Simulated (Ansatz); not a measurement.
CH5AlN2O, SMILES `N/C(O)=[N]\[AlH2]`, relaxed with RKS PBE0-D4/def2-TZVP in Ansatz from a PBE-D4/def2-SVP geometry. The force threshold is 0.005 eV/Å; the program also tests the step.

Charge 0, multiplicity 1.

Start:

```xyz
10

N    -1.332   -0.203    1.318
C    -0.807   -0.087    0.058
O    -1.809   -0.145   -0.873
N     0.421    0.075   -0.233
Al    2.120    0.334   -0.578
H    -0.684   -0.324    2.092
H    -2.297   -0.507    1.432
H    -1.354   -0.036   -1.732
H     2.694    1.827   -0.600
H     3.048   -0.934   -0.883
```

(1) By how much does the energy fall, and how many steps does the optimiser take? (Estimate.)

(2) Which bonds change most? (Estimate.)

(3) Give the relaxed structure. (An estimate is asked.)

## Answers

(1) Ansatz gave: 4.70 kJ/mol, in 13 steps, 1 of them rejected.

(2) The calculation gave: N4–Al5 from 1.753 to 1.731 Å; C2–N4 from 1.272 to 1.253 Å; Al5–H9 from 1.600 to 1.585 Å; Al5–H10 from 1.600 to 1.586 Å.

(3) Ansatz gave: 
```xyz
10

N    -1.307   -0.183    1.305
C    -0.795   -0.078    0.050
O    -1.801   -0.134   -0.858
N     0.411    0.075   -0.254
Al    2.095    0.328   -0.563
H    -0.659   -0.348    2.050
H    -2.250   -0.512    1.413
H    -1.383   -0.027   -1.719
H     2.662    1.808   -0.607
H     3.027   -0.929   -0.819
```
